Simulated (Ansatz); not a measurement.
SiSe₂, relaxed as a singlet with RKS PBE-D4/def2-TZVP in Ansatz, starting from the GFN1-xTB geometry. Force threshold 0.02 eV/Å.

The structure comes from a short search, and lower isomers may exist.

Start:

```xyz
3

Si    0.000    0.000    0.000
Se    0.369    1.490   -1.369
Se   -0.369   -1.490    1.369
```

**Question.** Estimate the energy that the relaxation releases and the steps that it takes.

**Answer.** 0.2 kcal/mol, in 3 steps; 2.7 s on 4 threads of Arm Neoverse V1 on a shared host. No frequencies were taken in this run, so the end may be a saddle point.

**Question.** Does the start keep its bonding and symmetry?

**Answer.** By distances, no bond broke or formed. The bond that changes most is Si1–Se3, from 2.06 to 2.07 Å (atoms count from 1). Point group D∞h at the start, D∞h at the end, both within 0.05 Å.

**Question.** Predict the relaxed structure.

**Answer.** 
```csv
atom,x (Å),y (Å),z (Å)
Si1,0.000,0.000,0.000
Se2,0.372,1.502,-1.381
Se3,-0.372,-1.502,1.381
```
Bond lengths: 2 × Se–Si 2.07 Å.
